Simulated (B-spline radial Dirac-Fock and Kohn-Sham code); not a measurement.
## Cd: eigenvalues, ΔSCF and the reference

System: the Cd atom in the configuration 1s2 2s2 2p6 3s2 3p6 3d10 4s2 4p6 4d9 5s2 5p1 (an excited configuration).

The density-functional columns are spherical, spin-unpolarised Dirac-Kohn-Sham results without Breit or QED terms: −ε is minus the orbital energy of the initial state and ΔSCF the difference of two total energies. The reference in the last column comes from relaxed Dirac-Fock hole states (ΔSCF) with Breit and QED corrections and a finite nucleus. All numbers are from a radial B-spline solver, in eV; a selection of levels is shown. The Kohn-Sham columns are given as differences from the reference. For the 1s level of heavy atoms much of the gap between ΔSCF and the reference is the Breit and QED part, -84.0 eV here; for other levels the error of the functional can be larger.

```tsv
level	LDA −ε − DF	LDA ΔSCF − DF	Dirac-Fock
K (1s)	-242.9	+75.2	26725.6
L1 (2s)	-102.6	-48.1	4040.2
L2 (2p1/2)	-75.2	-7.0	3743.7
L3 (2p3/2)	-77.6	-13.3	3553.9
M1 (3s)	-49.6	-31.8	788.7
M2 (3p1/2)	-38.5	-20.2	669.5
M3 (3p3/2)	-38.1	-20.4	634.8
M4 (3d3/2)	-21.1	-1.7	425.9
N1 (4s)	-18.2	-10.5	130.5
N2 (4p1/2)	-12.9	-5.5	90.26
N3 (4p3/2)	-13.0	-5.7	84.39
N4,5 (4d)	-4.9	+1.4	22.23
O1 (5s)	-1.7	+2.0	9.96
O2,3 (5p)	-2.4	+0.5	5.08
```

Values without a named source are computed, but for edge energies of neutral atoms, which are taken from tables.
